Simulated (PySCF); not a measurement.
A side-by-side comparison of computed properties.

First species: GaCl2(NCO), CCl2GaNO.
SMILES: `O=C=[N][Ga]([Cl])[Cl]`

Second species: GaCl2Br.
Bonds: Ga1–Cl2, Ga1–Cl3, Ga1–Br4.

Levels: wB97X-D/def2-SVPD for dipole moment, HOMO energy, LUMO energy, HOMO–LUMO gap, static isotropic polarisability and electronic spatial extent ⟨r²⟩ about the centre of nuclear charge; TDDFT wB97X-D/def2-SVPD for lowest singlet excitation; TDA wB97X-D/def2-SVPD for lowest triplet excitation (Tamm–Dancoff); PBE0-D3(BJ)/def2-SVP for rotational constant A and rotational constant C. Geometries: PBE0-D3(BJ)/def2-SVP. Each species is one conformer at its optimised geometry, gas phase, non-relativistic unless stated. Electronic properties by PySCF.

Values for the first species:

* Dipole moment: 0.94 D
* HOMO energy: -11.04 eV
* LUMO energy: -0.25 eV
* HOMO–LUMO gap: 10.79 eV
* Lowest singlet excitation: 6.12 eV
* Lowest triplet excitation (Tamm–Dancoff): 6.02 eV
* Static isotropic polarisability: 73.0 au
* Electronic spatial extent ⟨r²⟩ about the centre of nuclear charge: 1414 bohr²
* Rotational constant A: 2.144 GHz
* Rotational constant C: 0.696 GHz

(1) Estimate the same properties for the second species, and the change in each.

Results:

(1) 
```json
{"property": "dipole moment", "first": "0.94 D", "second": "0.50 D", "second less first": "-0.44 D"}
{"property": "HOMO energy", "first": "-11.04 eV", "second": "-10.98 eV", "second less first": "+0.06 eV"}
{"property": "LUMO energy", "first": "-0.25 eV", "second": "-0.71 eV", "second less first": "-0.46 eV"}
{"property": "HOMO–LUMO gap", "first": "10.79 eV", "second": "10.27 eV", "second less first": "-0.52 eV"}
{"property": "lowest singlet excitation", "first": "6.12 eV", "second": "5.69 eV", "second less first": "-0.43 eV"}
{"property": "lowest triplet excitation (Tamm–Dancoff)", "first": "6.02 eV", "second": "5.30 eV", "second less first": "-0.72 eV"}
{"property": "static isotropic polarisability", "first": "73.0 au", "second": "74.6 au", "second less first": "+1.6 au"}
{"property": "electronic spatial extent ⟨r²⟩ about the centre of nuclear charge", "first": "1414 bohr²", "second": "1259 bohr²", "second less first": "-155 bohr²"}
{"property": "rotational constant A", "first": "2.144 GHz", "second": "2.167 GHz", "second less first": "+0.023 GHz"}
{"property": "rotational constant C", "first": "0.696 GHz", "second": "0.753 GHz", "second less first": "+0.057 GHz"}
```

On the first: The vertical singlet–triplet gap S1 − T1 is 0.10 eV (TDDFT singlet less Tamm–Dancoff triplet; S1: HOMO→LUMO+1, weight 0.92; T1: HOMO→LUMO+1, weight 0.88). A dipole of 0.94 D is allowed in C2v, and pure rotational transitions are dipole-allowed. The calculation is non-relativistic and has no spin–orbit coupling, an omission that weighs most on gallium.

On the second: No computed singlet falls in the visible range (750 to 380 nm, 1.65 to 3.26 eV); S1 lies 2.43 eV above its blue end. In wavenumbers S1 is 45900 cm⁻¹ (1 eV = 8065.54 cm⁻¹). The calculation is non-relativistic and has no spin–orbit coupling, an omission that weighs most on bromine and gallium.
